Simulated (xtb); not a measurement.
A run for xtb: GFN2-xTB on C3H6 (SMILES C=CC), a point of a torsion scan.

```
$ xtb mol.xyz --gfn 2 --opt vtight --chrg 0 --uhf 0 --input xcontrol
9

C      0.56728587    -0.28548141     1.78126440
C      0.27719583    -0.20761158     0.49192866
C     -1.09926248     0.05640178     0.02847061
H     -0.20036176    -0.15717342     2.53736556
H      1.57508856    -0.47871665     2.11909541
H      1.06680289    -0.34058680    -0.23709792
H     -1.60164257     0.88271431     0.59865824
H     -1.15252662     0.24413928    -1.05095246
H     -1.72072488    -0.84090748     0.31210510
$constrain
  force constant=1.0
  dihedral: 7,3,2,1,45.0
$end
```

Program output:

```
[...]
           -------------------------------------------------
          |                Calculation Setup                |
           -------------------------------------------------



           -------------------------------------------------
          |                 G F N 2 - x T B                 |
           -------------------------------------------------

        Reference                      10.1021/acs.jctc.8b01176
      * Hamiltonian:
        H0-scaling (s, p, d)           1.850000    2.230000    2.230000
        zeta-weighting                 0.500000
      * Dispersion:
        s8                             2.700000
        a1                             0.520000
        a2                             5.000000
        s9                             5.000000
      * Repulsion:
        kExp                           1.500000    1.000000
        rExp                           1.000000
      * Coulomb:
        alpha                          2.000000
        third order                    shell-resolved
        anisotropic                    true
        a3                             3.000000
        a5                             4.000000
        cn-shift                       1.200000
        cn-exp                         4.000000
        max-rad                        5.000000


          ...................................................
          :                      SETUP                      :
          :.................................................:
          :  # basis functions                  18          :
          :  # atomic orbitals                  18          :
          :  # shells                           12          :
          :  # electrons                        18          :
          :  max. iterations                   250          :
          :  Hamiltonian                  GFN2-xTB          :
          :  restarted?                      false          :
          :  GBSA solvation                  false          :
          :  PC potential                    false          :
          :  electronic temp.          300.0000000     K    :
          :  accuracy                    1.0000000          :
          :  -> integral cutoff          0.2500000E+02      :
          :  -> integral neglect         0.1000000E-07      :
          :  -> SCF convergence          0.1000000E-05 Eh   :
          :  -> wf. convergence          0.1000000E-03 e    :
          :  Broyden damping             0.4000000          :
          :  net charge                          0          :
          :  unpaired electrons                  0          :
          ...................................................

 iter      E             dE          RMSdq      gap      omega  full diag
   1     -9.5784368 -0.957844E+01  0.409E+00    5.38       0.0  T
   2     -9.5994434 -0.210065E-01  0.247E+00    5.28       1.0  T
   3     -9.5945540  0.488932E-02  0.140E+00    5.30       1.0  T
   4     -9.6015491 -0.699506E-02  0.533E-01    5.23       1.0  T
   5     -9.6025762 -0.102714E-02  0.632E-02    5.24       1.0  T
   6     -9.6025769 -0.682624E-06  0.341E-02    5.24       1.0  T
   7     -9.6025772 -0.313190E-06  0.219E-03    5.24      15.2  T
   8     -9.6025772 -0.739458E-08  0.856E-04    5.24      39.0  T
   9     -9.6025772 -0.298758E-08  0.147E-04    5.24     227.1  T

   *** convergence criteria satisfied after 9 iterations ***

         #    Occupation            Energy/Eh            Energy/eV
      -------------------------------------------------------------
         1        2.0000           -0.6166743             -16.7806
       ...           ...                  ...                  ...
         3        2.0000           -0.5401373             -14.6979
         4        2.0000           -0.5049567             -13.7406
         5        2.0000           -0.4798397             -13.0571
         6        2.0000           -0.4776770             -12.9983
         7        2.0000           -0.4449314             -12.1072
         8        2.0000           -0.4304425             -11.7129
         9        2.0000           -0.3923093             -10.6753 (HOMO)
        10                         -0.1997840              -5.4364 (LUMO)
        11                          0.1136384               3.0923
        12                          0.1352746               3.6810
        13                          0.1453383               3.9549
        14                          0.1644124               4.4739
       ...                                ...                  ...
        18                          0.6047799              16.4569
      -------------------------------------------------------------
                  HL-Gap            0.1925253 Eh            5.2389 eV
             Fermi-level           -0.2960466 Eh           -8.0558 eV

 SCC (total)                   0 d,  0 h,  0 min,  0.003 sec
 SCC setup                      ...        0 min,  0.000 sec (  3.294%)
 Dispersion   
[...]
                       0.1886143               5.1325
       ...                                ...                  ...
        18                          0.6215882              16.9143
      -------------------------------------------------------------
                  HL-Gap            0.1978709 Eh            5.3843 eV
             Fermi-level           -0.2972270 Eh           -8.0880 eV

 SCC (total)                   0 d,  0 h,  0 min,  0.002 sec
 SCC setup                      ...        0 min,  0.000 sec (  3.160%)
 Dispersion                     ...        0 min,  0.000 sec (  1.304%)
 classical contributions        ...        0 min,  0.000 sec (  0.484%)
 integral evaluation            ...        0 min,  0.000 sec ( 18.360%)
 iterations                     ...        0 min,  0.000 sec ( 28.168%)
 molecular gradient             ...        0 min,  0.001 sec ( 40.973%)
 printout                       ...        0 min,  0.000 sec (  6.900%)

         :::::::::::::::::::::::::::::::::::::::::::::::::::::
         ::                     SUMMARY                     ::
         :::::::::::::::::::::::::::::::::::::::::::::::::::::
         :: total energy              -9.440507835637 Eh    ::
         :: gradient norm              0.000167351902 Eh/a0 ::
         :: HOMO-LUMO gap              5.384341360809 eV    ::
         ::.................................................::
         :: SCC energy                -9.615950840937 Eh    ::
         :: -> isotropic ES            0.002205081168 Eh    ::
         :: -> anisotropic ES          0.002950211701 Eh    ::
         :: -> anisotropic XC          0.008615809004 Eh    ::
         :: -> dispersion             -0.003166696989 Eh    ::
         :: repulsion energy           0.175440026570 Eh    ::
         :: add. restraining           0.000002978730 Eh    ::
         :: total charge              -0.000000000000 e     ::
         :::::::::::::::::::::::::::::::::::::::::::::::::::::

           -------------------------------------------------
          |                Property Printout                |
           -------------------------------------------------

    * Orbital Energies and Occupations

         #    Occupation            Energy/Eh            Energy/eV
      -------------------------------------------------------------
         1        2.0000           -0.6157806             -16.7562
         2        2.0000           -0.5864349             -15.9577
         3        2.0000           -0.5404063             -14.7052
         4        2.0000           -0.5047642             -13.7353
         5        2.0000           -0.4835877             -13.1591
         6        2.0000           -0.4771209             -12.9831
         7        2.0000           -0.4464127             -12.1475
         8        2.0000           -0.4274164             -11.6306
         9        2.0000           -0.3961625             -10.7801 (HOMO)
        10                         -0.1982916              -5.3958 (LUMO)
        11                          0.1192193               3.2441
        12                          0.1368883               3.7249
        13                          0.1836646               4.9978
        14                          0.1886143               5.1325
        15                          0.2267953               6.1714
        16                          0.2493017               6.7838
        17                          0.4304564              11.7133
        18                          0.6215882              16.9143
      -------------------------------------------------------------
                  HL-Gap            0.1978709 Eh            5.3843 eV
             Fermi-level           -0.2972270 Eh           -8.0880 eV

     #   Z          covCN         q      C6AA      α(0)
     1   6 C        2.837    -0.097    30.426     9.039
     2   6 C        2.883    -0.024    28.597     8.767
     3   6 C        3.756    -0.104    22.550     6.771
     4   1 H        0.926     0.035     2.516     2.481
     5   1 H        0.926     0.032     2.556     2.500
     6   1 H        0.925     0.029     2.598     2.521
     7   1 H        0.925     0.044     2.391     2.418
     8   1 H        0.925     0.037     2.483     2.464
     9   1 H        0.925     0.047     2.358     2.401

 Mol. C6AA /au·bohr⁶  :        626.976527
 Mol. C8AA /au·bohr⁸  :      13618.784187
 Mol. α(0) /au        :         39.362401


Wiberg/Mayer (AO) data.
largest (>0.10) Wiberg bond orders for each atom

 ---------------------------------------------------------------------------
     #   Z sym  total        # sym  WBO       # sym  WBO       # sym  WBO
 ---------------------------------------------------------------------------
     1   6 C    3.992 --     2 C    1.983     5 H    0.978     4 H    0.976
     2   6 C    3.992 --     1 C    1.983     3 C    1.034     6 H    0.969
     3   6 C    3.997 --     2 C    1.034     8 H    0.988     7 H    0.978
                             9 H    0.968
     4   1 H    0.999 --     1 C    0.976
     5   1 H    0.999 --     1 C    0.978
     6   1 H    0.999 --     2 C    0.969
     7   1 H    0.998 --     3 C    0.978
     8   1 H    0.999 --     3 C    0.988
     9   1 H    0.998 --     3 C    0.968
 ---------------------------------------------------------------------------

Topologies differ in total number of bonds
Writing topology from bond orders to xtbtopo.mol

molecular dipole:
                 x           y           z       tot (Debye)
 q only:       -0.121       0.011      -0.082
   full:       -0.133       0.006      -0.092       0.412
molecular quadrupole (traceless):
                xx          xy          yy          xz          yz          zz
 q only:        0.549      -0.088      -0.384      -0.131       0.079      -0.164
  q+dip:        0.808      -0.402      -1.687      -0.457       0.179       0.879
   full:        0.689      -0.203      -0.872      -0.361       0.137       0.183

           -------------------------------------------------
          |                Geometry Summary                 |
           -------------------------------------------------

      molecular mass/u    :       42.0798522
   center of mass at/Å    :       -0.1291334      -0.1439668       0.7768583
  moments of inertia/u·Å² :        0.1083733E+02   0.5335940E+02   0.6106088E+02
rotational constants/cm⁻¹ :        0.1555515E+01   0.3159262E+00   0.2760791E+00

 * 7 selected distances

     #   Z          #   Z                                           value/Å
     1   6 C        2   6 C                                       1.3198686 (max)
     1   6 C        4   1 H                                       1.0781346
     1   6 C        5   1 H                                       1.0764798 (min)
     2   6 C        6   1 H                                       1.0820488
     3   6 C        7   1 H                                       1.0883812
     3   6 C        8   1 H                                       1.0872339
     3   6 C        9   1 H                                       1.0899206

 * 2 distinct bonds (by element types)

   Z      Z             #   av. dist./Å        max./Å        min./Å
   1 H    6 C           6     1.0836998     1.0899206     1.0764798
   6 C    6 C           1     1.3198686     1.3198686     1.3198686


optimized geometry written to: xtbopt.xyz


           -------------------------------------------------
          | TOTAL ENERGY               -9.440507835637 Eh   |
          | GRADIENT NORM               0.000167351902 Eh/α |
          | HOMO-LUMO GAP               5.384341360809 eV   |
           -------------------------------------------------

------------------------------------------------------------------------
------------------------------------------------------------------------
 total:
 SCF:
Note: The following floating-point exceptions are signalling: IEEE_UNDERFLOW_FLAG IEEE_DENORMAL
normal termination of xtb
 ANC optimizer:
```

The run finished.

Warnings raised: the energy holds the restraint's term.

Cost: roughly 0.06 core-seconds.
